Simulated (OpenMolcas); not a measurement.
Ti3+ (d1) among equal point charges was computed by CASSCF with the d shell active (OpenMolcas, ANO-RCC-VDZP on the metal). Its lowest spin-free states, and all those of the highest spin:

| 2S+1 | Degeneracy | E (cm-1) |
| --- | --- | --- |
| 2 | 2 | 0.0 |
| 2 | 2 | 10613 |
| 2 | 1 | 17947 |

Question: Is the site octahedral, tetrahedral or cube-like, axial, or of lower symmetry?

Answer: The states with 2S+1 = 2 have orbital degeneracies 2, 2, 1. There are pairs but no triples, so the site is axial: not cubic, but with a proper or improper axis of order three or more. The run had Ti3+ among 5 point charges of -2.6 e arranged as a trigonal bipyramid (D3h), 1.65 Å from the ion, with the axial distance 1.832 Å. The active orbitals were held to one l.

An orbital doublet at a regular site is open to a Jahn-Teller distortion, which this geometry leaves out. This is an electrostatic model: the charges have no orbitals. No measured value stands beside these numbers.
